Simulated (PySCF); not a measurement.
## A series of related molecules

Theory: TDA LC-wPBE/aug-cc-pVDZ excited states, vertical, gas phase in PySCF. Geometry: GFN2-xTB.

Each molecule in one low-energy conformer. The parent is [SiH3][SiH3].

Scalar relativity is left out, which matters for the atoms heavier than Zn.

How does the vertical S1–T1 gap change along this series?
- [SiH3][SiH3] (base)
- [SiH3][SiH2]Br (H replaced by Br)
- [SiH3][SiH2]c1cccs1 (H replaced by 2-thienyl)
- C[Se][SiH2][SiH3] (H replaced by SeCH3)
- [SiH3][SiH2][SiH3] (H replaced by SiH3)
- C[SiH2][SiH3] (H replaced by CH3)


| molecule | S1 (eV) | S1 from | f(S1) | T1 (eV) | T1 from | S1 − T1 (eV) | S0–T1 spin-orbit coupling (cm⁻¹) | S1–T1 spin-orbit coupling (cm⁻¹) |
| --- | --- | --- | --- | --- | --- | --- | --- | --- |
| [SiH3][SiH3] | 8.01 | HOMO→LUMO+7 | 0.028 | 6.80 | HOMO→LUMO+7 | 1.21 | 0.14 | 10.47 |
| [SiH3][SiH2]Br | 6.43 | HOMO→LUMO+1 / HOMO→LUMO+2 | 0.025 | 5.73 | HOMO→LUMO+1 / HOMO→LUMO+2 | 0.70 | 448.16 | 74.73 |
| [SiH3][SiH2]c1cccs1 | 5.86 | HOMO→LUMO+3 | 0.249 | 3.63 | HOMO→LUMO+3 | 2.23 | 0.53 | 1.95 |
| C[Se][SiH2][SiH3] | 4.91 | HOMO→LUMO+1 | 0.012 | 4.46 | HOMO→LUMO+1 | 0.45 | 626.28 | 32.81 |
| [SiH3][SiH2][SiH3] | 7.42 | HOMO→LUMO+4 / HOMO→LUMO+8 | 0.290 | 6.16 | HOMO→LUMO+8 / HOMO→LUMO+4 | 1.26 | 7.37 | 0.14 |
| C[SiH2][SiH3] | 7.67 | HOMO→LUMO+9 / HOMO→LUMO | 0.048 | 6.58 | HOMO→LUMO+9 | 1.09 | 0.15 | 6.11 |

The vertical S1–T1 gap is lowest for C[Se][SiH2][SiH3] and highest for [SiH3][SiH2]c1cccs1.
